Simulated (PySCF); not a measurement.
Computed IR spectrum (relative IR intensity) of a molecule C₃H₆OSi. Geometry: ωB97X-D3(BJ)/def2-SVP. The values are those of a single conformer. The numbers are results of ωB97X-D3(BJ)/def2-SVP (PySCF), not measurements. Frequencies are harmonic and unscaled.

Lines under 2 % of the strongest are left out, and lines within 2 cm⁻¹ are merged.

ν (cm⁻¹): 325 (w), 406 (vw), 413 (w), 579 (w), 635 (m), 734 (vw), 921 (vs), 954 (m), 961 (m), 1031 (w), 1069 (w), 1085 (w), 1416 (m), 1716 (m), 1801 (m), 2251 (m), 2275 (m), 2280 (m) (against the strongest line: vs over 80 %, s over 45 %, m over 15 %, w over 4 %, vw less)

**Question.** Which structure fits?
(A) O=C1C[SiH2]C1
(B) C=CC(=O)[SiH3]
(C) [SiH3][C@@H]1C=CO1
(D) CC#C[SiH2]O

**Answer.** B, C=CC(=O)[SiH3]
